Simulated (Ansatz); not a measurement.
A run for Ansatz (a quantum-chemistry and plane-wave program): U-SVWN5/def2-TZVPP on Cl (SMILES [Cl]).

Ansatz 0.2 input:
```yaml
crystal:
  periodic: [false, false, false]
  atoms:
    - {symbol: Cl, position_ang: [0.00000000, 0.00000000, 0.00000000]}
basis:
  gaussian:
    orbitals: def2-TZVPP
hamiltonian:
  xc: {name: SVWN5}
magnetization: {spin_polarized: true, initial_magnetization: 1}
```

Program output:

```
WARN ansatz: RAYON_NUM_THREADS=1 ignored (pool sized by the plan → 1); use --threads N
Functional definition: SVWN5
integrals: 0.00 GiB planned
294 factors; their error is unknown
mean field: 0.08 GiB planned
mean field evaluation 1: about -12480.3935 eV, gradient 5.0e0 eV
mean field evaluation 2: about -12480.2251 eV, gradient 8.1e0 eV
mean field evaluation 4: about -12480.4073 eV, gradient 4.7e0 eV
mean field evaluation 8: about -12480.4325 eV, gradient 4.1e0 eV
mean field evaluation 16: about -12480.2718 eV, gradient 7.2e0 eV
mean field evaluation 32: about -12480.5003 eV, gradient 1.4e-4 eV
mean field -12480.49944157 eV, -458.6498948915 hartree, gradient 2.1e-5 eV, S^2 0.751423; 2 other end points of the search recorded, 0 dependent functions left out
reference -12480.49946073 eV, -458.6498955954 hartree; 9, 8 occupied and 33, 34 virtual orbitals, 294 factors
Total energy: -12480.49946073 eV, -458.6498955954 hartree
```

Self-consistency was reached.

Cost: very roughly 0.5 core-seconds.
